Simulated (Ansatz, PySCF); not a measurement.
Species: C₂H₆FSi (charge 0, doublet). It need not be the lowest isomer of its formula. 
Coordinates optimised at B3LYP-D3(BJ)/def2-TZVP (Ansatz, a program for electronic structure):
```xyz
10

Si    -0.2124     0.3315    -0.1726
C      1.4544     0.0163    -0.9731
C     -1.2405    -1.2331    -0.0559
F      0.0709     0.8332     1.3433
H      2.0017    -0.7410    -0.4026
H      1.3249    -0.3481    -1.9941
H      2.0592     0.9230    -1.0069
H     -1.4437    -1.6316    -1.0519
H     -2.1938    -1.0487     0.4404
H     -0.6963    -1.9918     0.5156
```
Charge 0, spin multiplicity 2.

Total electronic energies in hartree. Correlated levels leave the core frozen unless marked. UHF or UKS for open shells. Spin-orbit coupling is left out. Non-relativistic. CBS marks a two-point X^-3 extrapolation of the correlation energy; Hartree-Fock from the larger set. The bracket is a focal-point correction in the basis named.

```json
[
 {"level": "HF/aug-cc-pV(D+d)Z", "program": "Ansatz", "energy (Eh)": "-467.67178"},
 {"level": "HF/aug-cc-pV(T+d)Z", "program": "Ansatz", "energy (Eh)": "-467.73740"},
 {"level": "HF/def2-TZVPD", "program": "PySCF", "energy (Eh)": "-467.73580"},
 {"level": "revPBE/def2-TZVPD", "program": "Ansatz", "energy (Eh)": "-469.16087"},
 {"level": "r2SCAN-D3(BJ)/def2-TZVPD", "program": "Ansatz + dftd3", "energy (Eh)": "-469.16782"},
 {"level": "B3LYP/def2-TZVPD", "program": "Ansatz", "energy (Eh)": "-469.30903"},
 {"level": "BHLYP-D3(BJ)/def2-TZVPD", "program": "Ansatz + dftd3", "energy (Eh)": "-469.20418"},
 {"level": "M06-2X/def2-TZVPD", "program": "PySCF", "energy (Eh)": "-469.18361"},
 {"level": "HSE06/def2-TZVPD", "program": "Ansatz", "energy (Eh)": "-468.94824"},
 {"level": "CAM-B3LYP/def2-TZVPD", "program": "Ansatz", "energy (Eh)": "-469.21801"},
 {"level": "B2GP-PLYP/def2-TZVPD", "program": "Ansatz", "energy (Eh)": "-468.95286"},
 {"level": "CCSD/aug-cc-pV(D+d)Z", "program": "Ansatz", "energy (Eh)": "-468.30867"},
 {"level": "CCSD/cc-pV(T+d)Z", "program": "Ansatz", "energy (Eh)": "-468.47881"},
 {"level": "CCSD/cc-pVTZ", "program": "Ansatz", "energy (Eh)": "-468.47450"},
 {"level": "RI-MP2/CBS(cc-pV(T+d)Z,cc-pV(Q+d)Z)+[CCSD(T)-MP2]/cc-pV(T+d)Z", "program": "Ansatz", "energy (Eh)": "-468.6166"}
]
```

Totals of different functionals don't rank their quality; only differences between species are comparable.
